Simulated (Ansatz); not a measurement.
Geometry optimisation, UKS B3LYP-D4/def2-SVP in Ansatz 0.2.0.

The input (input.yaml):

```yaml
crystal:
  periodic: [false, false, false]
  atoms:
    - { symbol: Ga, position_ang: [-0.5045, -0.6682, 0.191] }
    - { symbol: Br, position_ang: [0.5501, 0.818, -1.9669] }
    - { symbol: H, position_ang: [0.3435, -1.9458, 0.3184] }
    - { symbol: H, position_ang: [-1.9849, -0.372, 0.4904] }
    - { symbol: H, position_ang: [0.9345, 1.2705, -0.0692] }
    - { symbol: F, position_ang: [0.6613, 0.8975, 1.0364] }
magnetization:
  spin_polarized: true
basis:
  gaussian: { orbitals: def2-SVP }
hamiltonian:
  xc: b3lyp
  dispersion: d4
relax:
  f_tol: 0.15
  max_steps: 25
  restrain:
    - { distance: [0, 5], at: 3.09, k: 30.0 }
    - { distance: [4, 1], at: 2.81, k: 30.0 }
    - { distance: [0, 1], at: 2.42, k: 30.0 }
    - { distance: [4, 5], at: 0.88, k: 30.0 }
```

Launched with:

```bash
$ ansatz run input.yaml --threads 2 --pin off --max-ram 3072MiB --backend cpu --events-out ev --progress --plain --runs-dir out
```

Q: Where does it end, and by what steps?

A: It converged. The restraints hold the end off the free minimum. After 5 steps the energy has fallen by 0.432 eV (the restraints' own energy left out); H5 moved furthest, 0.60 Å. Joined: H5–F6 (1.20 → 0.91 Å).

```csv
step,energy less start (eV),largest force component (eV/Å),accepted
0,0.0000,2.707,yes
1,-0.2278,2.682,yes
2,-0.2624,2.835,yes
3,-0.3258,3.134,yes
4,-0.3992,1.330,yes
5,-0.4324,1.038,yes
```

```xyz
6
Properties=species:S:1:pos:R:3
Ga -0.637 -0.881 -0.171
Br 0.217 0.438 -1.988
H 0.307 -2.062 0.210
H -2.039 -0.404 0.317
H 1.169 1.586 0.387
F 0.984 1.324 1.244
```

Time of the run: 14 s on 2 threads of Intel(R) Xeon(R) 6975P-C (Granite Rapids), on a shared host, peak memory 0.33 GiB.
